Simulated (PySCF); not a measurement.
**How methods differ on the excitation energy of Al**

Al [Ne] 3s2 3p1 (2P) → Al [Ne] 3s1 3p1 3d1 (high-spin determinant), as a difference of total energies. Computed with PySCF 2.14 in aug-cc-pCVTZ-DK (8s7p5d3f, 75 functions), with the spin-free X2C one-electron Hamiltonian (Gaussian nucleus). Correlated levels: valence: [Ne] frozen; valence and next inner shell: 1s2 frozen; nothing frozen. The calculations carry no spin-orbit coupling.

```csv
method,excitation energy (eV)
UHF,7.699
LDA,8.494
PBE,8.340
PBE0,8.400
r2SCAN,8.237
revPBE,8.253
TPSSh,8.423
PW91,8.362
M06,8.516
MP2 (valence),8.484
SCS-MP2 (valence),8.756
MP2 (valence and next inner shell),8.635
SCS-MP2 (valence and next inner shell),8.870
MP2 (all electrons),8.632
SCS-MP2 (all electrons),8.868
```

Q: How much does correlation contribute at MP2 (all electrons)?

A: 8.632 − (7.699) = 0.933 eV, measured against UHF.

The upper state lies above the first ionisation limit, but in LS coupling its spin forbids autoionisation to the ground ion.

The promoted electron is Rydberg-like, and one or two diffuse shells describe it only roughly, which tends to raise the upper state.

The determinant of the upper state mixes LS terms, which raises its energy above the lowest term, most at the Hartree-Fock and MP2 levels.
